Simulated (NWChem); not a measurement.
System: CH7NSi2; SMILES C1N[SiH2][SiH2]1

Excerpt of the output:

```
             Northwest Computational Chemistry Package (NWChem) 7.3.0
             --------------------------------------------------------

 CS  symmetry detected

                             Geometry "geometry" -> ""
                             -------------------------

 Output coordinates in angstroms (scale by  1.889725989 to convert to a.u.)

  No.       Tag          Charge          X              Y              Z
 ---- ---------------- ---------- -------------- -------------- --------------
    1 C                    6.0000     1.26860381     0.71721288     0.00000000
    2 N                    7.0000     1.10909897    -0.73548933     0.00000000
    3 Si                  14.0000    -0.57983542    -1.16764505     0.00000000
    4 Si                  14.0000    -0.60828852     1.16764852     0.00000000
    5 H                    1.0000     1.79822383     1.10471116     0.89139800
    6 H                    1.0000     1.79822383     1.10471116    -0.89139800
    7 H                    1.0000     1.94025847    -1.31639406     0.00000000
    8 H                    1.0000    -1.06489068    -1.92998420    -1.19869200
    9 H                    1.0000    -1.06489068    -1.92998420     1.19869200
   10 H                    1.0000    -1.07425260     1.90601984    -1.21401400
   11 H                    1.0000    -1.07425260     1.90601984     1.21401400

 Effective nuclear repulsion energy (a.u.)     219.4918512533

      Symmetry information
      --------------------

 Group name             Cs
 Group number              2
 Group order               2
 No. of unique centers     8

  xc_inp: hfexch multiplicative factor not found.

                                 NWChem DFT Module
                                 -----------------

 Summary of "ao basis" -> "ao basis" (spherical)
 ------------------------------------------------------------------------------
       Tag                 Description            Shells   Functions and Types
 ---------------- ------------------------------  ------  ---------------------
 C                           6-31g*                  6       14   3s2p1d
 N                           6-31g*                  6       14   3s2p1d
 Si                          6-31g*                  8       18   4s3p1d
 H                           6-31g*                  2        2   2s

      Symmetry analysis of basis
      --------------------------

        a'         54
        a"         24

            General Information
            -------------------
          SCF calculation type: DFT
          Wavefunction type:  closed shell.
          No. of atoms     :    11
          No. of electrons :    48
           Alpha electrons :    24
            Beta electrons :    24
          Charge           :     0
          Spin multiplicity:     1
          Use of symmetry is: on ; symmetry adaption is: on
          Maximum number of iterations: 150
          AO basis - number of functions:    78
                     number of shells:    42
          Convergence on energy requested:  1.00D-06
          Convergence on density requested:  1.00D-05
          Convergence on gradient requested:  5.00D-04

              XC Information
              --------------
                     Hartree-Fock (Exact) Exchange  1.000

      Superposition of Atomic Density Guess
      -------------------------------------

 Sum of atomic energies:        -673.07623521

      Non-variational initial energy
      ------------------------------

 Total energy =    -675.100731
 1-e energy   =   -1365.527691
 2-e energy   =     470.935109
 HOMO         =      -0.280574
 LUMO         =       0.027799

      Symmetry analysis of molecular orbitals - initial
      -------------------------------------------------

  Numbering of irreducible representations:

     1 a'          2 a"

  Orbital symmetries:

     1 a'          2 a'          3 a'          4 a'          5 a'
     6 a'          7 a'          8 a'          9 a"         10 a"
    11 a'         12 a'         13 a'         14 a'         15 a'
    16 a'         17 a'         18 a"         19 a'         20 a"
    21 a"         22 a'         23 a'         24 a"         25 a'
    26 a'         27 a"         28 a'         29 a'         30 a'
    31 a'         32 a"         33 a'         34 a'

     ---------------------------------------------
      Total Density - Mulliken Population Analysis
     ---------------------------------------------

    Atom       Charge   Shell Charges
 -----------   ------   -------------------------------------------------------
    1 C    6     6.43   2.00  0.70  1.90  0.65  1.13  0.04
    2 N    7     8.00   2.00  0.81  2.61  0.81  1.76  0.02
    3 Si  14    13.46   2.00  2.00  5.97  0.97  1.59  0.30  0.48  0.15
    4 Si  14    13.71   2.00  2.00  5.97  1.00  1.71  0.34  0.59  0.10
    5 H    1     0.78   0.47  0.31
    6 H    1     0.78   0.47  0.31
    7 H    1     0.58   0.42  0.17
    8 H    1     1.08   0.47  0.60
    9 H    1     1.08   0.47  0.60
   10 H    1     1.04   0.47  0.58
   11 H    1     1.04   0.47  0.58

   convergence    iter        energy       DeltaE   RMS-Dens  Diis-err
 ---------------- ----- ----------------- --------- --------- ---------
 d= 0,ls=0.0,diis     1   -674.1410110575 -8.94D+02  6.14D-03  2.98D-01
 d= 0,ls=0.0,diis     2   -674.1880189025 -4.70D-02  2.46D-03  5.67D-02
 d= 0,ls=0.0,diis     3   -674.1953467656 -7.33D-03  1.02D-03  7.47D-03
 d= 0,ls=0.0,diis     4   -674.1965477094 -1.20D-03  1.66D-04  4.07D-05
 d= 0,ls=0.0,diis     5   -674.1965623114 -1.46D-05  4.07D-05  3.27D-06
 d= 0,ls=0.0,diis     6   -674.1965632842 -9.73D-07  1.27D-05  3.85D-07
 d= 0,ls=0.0,diis     7   -674.1965633929 -1.09D-07  5.58D-06  3.21D-08

         Total DFT energy =     -674.196563392856
      One electron energy =    -1369.053159023029
           Coulomb energy =      530.473299633877
    Exchange-Corr. energy =      -55.108555257040
 Nuclear repulsion energy =      219.491851253337

 Numeric. integr. density =        0.000000000000

                  Occupations of the irreducible representations
                  ----------------------------------------------

                     irrep           alpha         beta
                     --------     --------     --------
                     a'               18.0         18.0
                     a"                6.0          6.0

                       DFT Final Molecular Orbital Analysis
                       ------------------------------------

 Vector   22  Occ=2.000000D+00  E=-4.300619D-01  Symmetry=a'
              MO Center=  3.7D-01,  7.0D-01, -9.2D-15, r^2= 3.1D+00
   Bfn.  Coefficient  Atom+Function         Bfn.  Coefficient  Atom+Function
  ----- ------------  ---------------      ----- ------------  ---------------
     3      0.326683   1 C  px               53     -0.290424   4 Si px
    54      0.228345   4 Si py                7      0.220705   1 C  px
    17     -0.200429   2 N  px               76      0.165508  10 H  s
    78      0.165508  11 H  s                21     -0.157207   2 N  px
    69     -0.134417   7 H  s                35      0.125358   3 Si px

 Vector   23  Occ=2.000000D+00  E=-3.691475D-01  Symmetry=a'
              MO Center= -5.2D-01,  5.2D-02,  1.4D-14, r^2= 3.1D+00
   Bfn.  Coefficient  Atom+Function         Bfn.  Coefficient  Atom+Function
  ----- ------------  ---------------      ----- ------------  ---------------
    36      0.376586   3 Si py               54     -0.340437   4 Si py
     3      0.206371   1 C  px               53     -0.199905   4 Si px
     7      0.179880   1 C  px               32     -0.144784   3 Si py
    72     -0.141474   8 H  s                74     -0.141474   9 H  s
    34      0.134279   3 Si s                50      0.130999   4 Si py

 Vector   24  Occ=2.000000D+00  E=-3.609517D-01  Symmetry=a"
              MO Center=  8.5D-01, -6.2D-01, -1.5D-14, r^2= 2.6D+00
   Bfn.  Coefficient  Atom+Function         Bfn.  Coefficient  Atom+Function
  ----- ------------  ---------------      ----- ------------  ---------------
    19      0.502605   2 N  pz               23      0.490056   2 N  pz
    72      0.215430   8 H  s                74     -0.215430   9 H  s
    66     -0.155230   5 H  s                68      0.155230   6 H  s
     5     -0.147478   1 C  pz               65     -0.123017   5 H  s
    67      0.123017   6 H  s                71      0.101653   8 H  s

 Vector   25  Occ=0.000000D+00  E= 1.179278D-01  Symmetry=a'
              MO Center= -4.4D-01, -3.0D-01, -2.0D-14, r^2= 7.2D+00
   Bfn.  Coefficient  Atom+Function         Bfn.  Coefficient  Atom+Function
  ----- ------------  ---------------      ----- ------------  ---------------
    58      1.124378   4 Si py               40      1.052020   3 Si py
    38      0.926253   3 Si s                56     -0.900577   4 Si s
    39     -0.698331   3 Si px               20      0.430554   2 N  s
    57      0.379718   4 Si px               35     -0.164577   3 Si px
     6     -0.161556   1 C  s                54      0.154582   4 Si py

 Vector   26  Occ=0.000000D+00  E= 1.342462D-01  Symmetry=a'
              MO Center= -9.4D-01,  3.5D-01, -6.9D-15, r^2= 5.7D+00
   Bfn.  Coefficient  Atom+Function         Bfn.  Coefficient  Atom+Function
  ----- ------------  ---------------      ----- ------------  ---------------
    57      0.984298   4 Si px                6     -0.893771   1 C  s
    39      0.615320   3 Si px               20     -0.552483   2 N  s
    40      0.402597   3 Si py                7      0.312248   1 C  px
    76      0.234996  10 H  s                78      0.234996  11 H  s
    72      0.184353   8 H  s                74      0.184353   9 H  s

[...]
```

Level: Hartree-Fock/6-31G* (spherical d). Structure relaxed at the PBE0/def2-SVP level.

Q: Write an input that gives this output.

A: Several could match; the one computed here: the input that was run:
```
start job
memory heap 200 mb stack 900 mb global 1100 mb
geometry units angstroms noautoz
  C      1.317260     0.679938     0.000000
  N      1.115934    -0.767561     0.000000
  Si    -0.584759    -1.150838     0.000000
  Si    -0.545864     1.184305     0.000000
  H      1.857833     1.052004     0.891398
  H      1.857833     1.052004    -0.891398
  H      1.929998    -1.372190     0.000000
  H     -1.091594    -1.898874    -1.198692
  H     -1.091594    -1.898874     1.198692
  H     -0.990344     1.935805    -1.214014
  H     -0.990344     1.935805     1.214014
end
basis spherical
  * library 6-31g*
end
dft
  xc hfexch
  iterations 150
  mulliken
end
task dft energy
```
